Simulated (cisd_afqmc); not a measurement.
Input (AFQMC/CISD/aug-cc-pVQZ; cisd_afqmc is a phaseless AFQMC code with CISD trial states that reads the integrals written by Ansatz):

Ansatz 0.2 input:
```python
import cisd_afqmc

open("ham.yaml", "w").write("""\
crystal:
  periodic: [false, false, false]
  atoms:
    - {symbol: C, position_ang: [0.00000000, 0.00000000, 0.00000000]}
basis:
  gaussian:
    orbitals: aug-cc-pVQZ
magnetization: {spin_polarized: true, initial_magnetization: 2}
correlation: {method: ccsd, electrons: outside_noble_gas, hamiltonian_folder: ham}
scf: {lower_state_search: full}
""")
rep = cisd_afqmc.ansatz("ham.yaml")
e_ccsd = rep["correlation"]["coupled_cluster"]["energy"]["hartree"]
out = cisd_afqmc.run("ham", e_ccsd, trial="CISD", walkers=200, populations=8, threads=8, dt=0.005, steps=40, early=24, settle=10, least=48,
    target=0.0004, seconds=1500, seed=1, memory=12960, gpu=False)
```

Output:

```
orbitals 79, occupied [3, 1], factors 483 of 483, rank of the doubles 273 of 306
E(HF) = -37.693352
E(CCSD) on the cut factors = -37.784472, shift to the whole factors 0.000000
Energy of the trial state on the determinant = -37.784471
  tau behind 7.2 of longer steps, mean of the populations' last blocks
   2.0  -37.78702
   4.0  -37.78711
   6.0  -37.78692
   8.0  -37.78726
  10.0  -37.78722
blocks 390 (0 outliers left out), error by blocks joined: 1: 0.00003, 2: 0.00003, 4: 0.00004, 8: 0.00004, 16: 0.00005
E(AFQMC/CISD) = -37.78713 +/- 0.00005
```
